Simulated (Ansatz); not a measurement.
System: HTe, net charge 0, doublet state. 
Structure (B3LYP-D3(BJ)/def2-TZVP (Ansatz, a program for electronic structure) minimum search):
```xyz
2

Te     0.0000     0.0000    -0.0314
H      0.0000     0.0000     1.6331
```
Charge 0, spin multiplicity 2.

Total electronic energies in hartree. Valence correlation only, unless marked. Open shells are spin-unrestricted. Spin-orbit coupling is left out. Frozen are the shells of the preceding noble gas and the d and f shells that filled before the atom's block. Past Kr the def2 sets carry scalar-relativistic core potentials. STO-3G rows are all-electron and non-relativistic. CBS(X,Y): correlation extrapolated as X^-3; Hartree-Fock from the larger set. The bracket is a focal-point correction in the basis named.

```
level                                                                 program  energy (Eh)
-------------------------------------------------------------  --------------  -----------
RI-HF/def2-TZVPP                                                       Ansatz   -267.57456
r2SCANh/def2-TZVPD                                                     Ansatz   -268.68669
HSE06-D3(BJ)/def2-TZVPD                                        Ansatz + dftd3   -268.60151
LC-wPBE-D4/def2-TZVPD                                          Ansatz + dftd4   -268.63088
RPA@PBE/def2-TZVPP                                                     Ansatz   -267.79383
MP2/def2-QZVPP                                                         Ansatz   -267.70460
MP2/CBS(def2-TZVPP,def2-QZVPP)                                         Ansatz    -267.7141
RI-MP2/CBS(def2-TZVPPD,def2-QZVPPD)                                    Ansatz    -267.7139
SCS-MP2/def2-SVP                                                       Ansatz   -267.64914
SCS-MP2/def2-TZVPP                                                     Ansatz   -267.69343
CCSD/STO-3G                                                            Ansatz  -6547.70627
CCSD(T)/def2-SVPD                                                      Ansatz   -267.67407
CCSD(T)/def2-TZVPP                                                     Ansatz   -267.71553
RI-MP2/CBS(def2-TZVPPD,def2-QZVPPD)+[CCSD(T)-MP2]/def2-TZVPPD          Ansatz    -267.7398
CCSD(T)/CBS(def2-TZVPPD,def2-QZVPPD)                                   Ansatz    -267.7393
```

Totals of different functionals don't rank their quality; only differences between species are comparable.
